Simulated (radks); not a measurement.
The numbers below are computed, except where a source is named.
Minus the highest occupied eigenvalue as an estimate of the ionisation energy, Hg to Hg19+. The LB94 potential has the -1/r tail that LDA and GGA lack but no energy functional. Level of theory: Dirac Kohn-Sham, LB94 model potential, spin-unpolarised, spherical densities, finite nucleus; open shells fill j = l - 1/2 first; Fermi nuclear charge, rms radius 5.4648 fm (a radial shooting solver on a logarithmic mesh with Libxc functionals).

species           configuration   HOMO  -e(HOMO) (eV)  <r> (bohr)  IE, NIST (eV)       kind
Hg                         [Hg]  6s1/2         12.057        2.57         10.438       exp.
Hg+          [Xe] 4f14 5d10 6s1  6s1/2         21.033        2.41         18.757       exp.
Hg2+             [Xe] 4f14 5d10  5d5/2         35.642        1.46          34.49       exp.
Hg3+              [Xe] 4f14 5d9  5d5/2         49.788        1.40           48.6       exp.
Hg4+              [Xe] 4f14 5d8  5d5/2         64.918        1.36           61.2       exp.
Hg5+              [Xe] 4f14 5d7  5d5/2         80.925        1.32           76.6       exp.
Hg6+              [Xe] 4f14 5d6  5d5/2         97.729        1.28             93       exp.
Hg7+              [Xe] 4f14 5d5  5d5/2         115.27        1.25            114     theory
Hg8+              [Xe] 4f14 5d4  5d3/2         136.39        1.19            134     theory
Hg9+              [Xe] 4f14 5d3  5d3/2         155.60        1.16            153     theory
Hg10+             [Xe] 4f14 5d2  5d3/2         175.43        1.14            173     theory
Hg11+             [Xe] 4f14 5d1  5d3/2         195.89        1.12            193  semi-emp.
Hg12+                 [Xe] 4f14  5p3/2         278.35       0.973            277  semi-emp.
Hg13+    [Kr] 4d10 4f14 5s2 5p5  5p3/2         302.08       0.960            307     theory
Hg14+    [Kr] 4d10 4f14 5s2 5p4  5p3/2         326.28       0.948            332     theory
Hg15+    [Kr] 4d10 4f14 5s2 5p3  5p3/2         350.95       0.936            357     theory
Hg16+    [Kr] 4d10 4f14 5s2 5p2  5p1/2         401.80       0.866            402     theory
Hg17+    [Kr] 4d10 4f14 5s2 5p1  5p1/2         428.86       0.856            429     theory
Hg18+        [Kr] 4d10 4f14 5s2  5s1/2         499.93       0.816            477     theory
Hg19+        [Kr] 4d10 4f13 5s2  5s1/2         532.50       0.804            530     theory

Reference values: NIST Atomic Spectra Database (exp. = measured, semi-emp. = semi-empirical, theory = theoretical value adopted there). Spin polarisation and multiplet splitting are left out.

Beside tabulated values, note that spin-unpolarised runs miss the spin-polarisation part of the exchange energy of open shells.
